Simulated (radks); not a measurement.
Results of a calculation; reference values are marked as such.
Problem. All-electron atom: Cs2+ in [Kr] 4d10 5s2 5p4 6d1 (not the ground configuration). Code: a radial shooting solver on a logarithmic mesh with Libxc functionals. Model: Dirac Kohn-Sham, BLYP, spin-unpolarised, spherical densities, finite nucleus; open shells fill j = l - 1/2 first; Fermi nuclear charge, rms radius 4.8041 fm. Some entries of the table are withheld. Estimate them.

orbital  occ.  eigenvalue (hartree)  r(max) (bohr)  <1/r> (bohr^-1)
1s1/2       2             -1315.568        0.01678            59.40
2s1/2       2             -207.0512        0.09503            13.92
2p1/2       2             -194.8654        0.07269            13.90
2p3/2       4             -181.9137        0.07766            12.73
3s1/2       2             -43.74913         0.2727            4.988
3p1/2       2             -38.65582         0.2592            4.901
3p3/2       4             -36.17430         0.2702            4.611
3d3/2       4             -27.21651         0.2185            4.470
3d5/2       6             -26.68955         0.2216            4.396
4s1/2       2              -8.97174         0.6427            2.036
4p1/2       2              -7.14328         0.6563            1.930
4p3/2       4              -6.63525         0.6805            1.835
4d3/2       4              -3.65996         0.7155              (1)
4d5/2       6              -3.57545         0.7237              (2)
5s1/2       2              -1.79186          1.517           0.7884
5p1/2       2              -1.31366            (3)           0.6957
5p3/2       2              -1.24101            (4)           0.6661
6d3/2       1              -0.26551          5.975           0.2024
6d5/2       0              -0.26395          6.008           0.2017

Solution. 
(1) 4d3/2 <1/r> (bohr^-1): 1.602
(2) 4d5/2 <1/r> (bohr^-1): 1.579
(3) 5p1/2 r(max) (bohr): 1.672
(4) 5p3/2 r(max) (bohr): 1.737
